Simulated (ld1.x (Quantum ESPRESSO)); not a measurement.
# What the settings do to the TM potential of Eu

Base potential:

* Element: Eu
* Generator: ld1.x (Quantum ESPRESSO) 7.5
* Type: norm-conserving Troullier–Martins (Kleinman–Bylander form)
* Functional: LDA (PZ)
* Relativity: scalar-relativistic
* Frozen core: [Kr] 4d10 4f6
* Valence charge: 11
* Reference configuration: 5s2 5p6 5d1 6s1 6p1
* Partial waves: 5p (bound): rc 2.45 bohr; 5d (bound): rc 2.00 bohr; 5s (bound): rc 2.05 bohr
* Local potential: the s channel
* Core correction: none

Occupied shells without a wave of their own: 6p, 6s. They enter only through the test configuration that unscreens the potential.

Cutoffs, loose and tight: the cutoffs (Ry, on a coarse ladder) from which the occupation-weighted sum of valence levels, in a spherical-Bessel basis at the reference potential, stays within 10 and 1 mRy of its value at 400 Ry. They do not see the model core or the augmentation charge, which bear on the density cutoff. Test errors are all-electron minus pseudo excitation energies from the reference, over the configurations 5s2 5p6 5d1 6s2 6p0; 5s2 5p6 5d1 6s1 6p0; 5s2 5p6 5d1 6s0 6p0; 5s1 5p6 5d1 6s2 6p0; 5s2 5p6 5d1 6s0 6p2; 5s2 5p6 5d2 6s0 6p0; 5s2 5p6 5d0 6s2 6p1 (two spin-polarised tests are not counted in the largest error). A dash means not determined; rows that change the core or the reference have their own tests.

On the changes marked as counting shells twice: ld1.x takes every shell without a wave as core, so the model core holds the marked electrons as well and exchange and correlation see them twice. This cancels in the reference configuration, but the file is broken for other ones, and its errors say nothing about a proper core correction.

```csv
change,outcome,"cutoff, loose","cutoff, tight",bound ghosts,largest test error (meV)
base,"generated, misses its reference levels by 0.77 eV",35 Ry,45 Ry,none,-1248
local potential the p channel,failed: run_pseudo: Errors in PS-KS equation,–,–,–,–
reference 5s2 5p6 5d1 6s1.75 6p0.25,"generated, misses its reference levels by 0.72 eV",35 Ry,50 Ry,none,-2153
wave 5d (bound): rc 2.00 bohr becomes 5d (bound): rc 1.92 bohr,"generated, misses its reference levels by 0.77 eV",35 Ry,45 Ry,none,-1248
"core [Kr] 4d10, valence charge 17; reference 4f7 5s2 5p6 5d0 6s1 6p0; waves now 5s (bound): rc 1.85 bohr; 5p (bound): rc 2.50 bohr; 4f (bound): rc 0.80 bohr; 5d (bound): rc 3.50 bohr; local potential the d channel",failed: run_pseudo: Errors in PS-KS equation,–,–,–,–
"all radii scaled by about 0.87 (s 1.78, p 2.14, d 1.74 bohr)","generated, misses its reference levels by 0.31 eV",45 Ry,80 Ry,none,-532
"core correction a·sin(br)/r model core inside 1.50 bohr (6p, 6s counted twice)","generated, misses its reference levels by 0.77 eV",35 Ry,45 Ry,none,-1803
wave 5p (bound): rc 2.45 bohr becomes 5p (bound): rc 3.62 bohr,"generated, misses its reference levels by 0.77 eV",35 Ry,45 Ry,none,-1220
reference 5s2 5p6 5d1 6s2 6p0,"generated, misses its reference levels by 0.70 eV",35 Ry,50 Ry,none,-3532
fully relativistic,"generated, misses its reference levels by 0.77 eV",35 Ry,50 Ry,none,-1654
```

(1) What comes out with this change to the base: wave 5s (bound): rc 2.05 bohr becomes 5s (bound): rc 2.32 bohr?

(2) What comes out with this change to the base: reference 5s2 5p6 5d1.5 6s1.5 6p0?

Answers

(1) outcome: generated, misses its reference levels by 1.61 eV; cutoff, loose: 21 Ry; cutoff, tight: 35 Ry; bound ghosts: none; largest test error (meV): +2665.

(2) outcome: generated, misses its reference levels by 0.65 eV; cutoff, loose: 35 Ry; cutoff, tight: 45 Ry; bound ghosts: none; largest test error (meV): -1834.
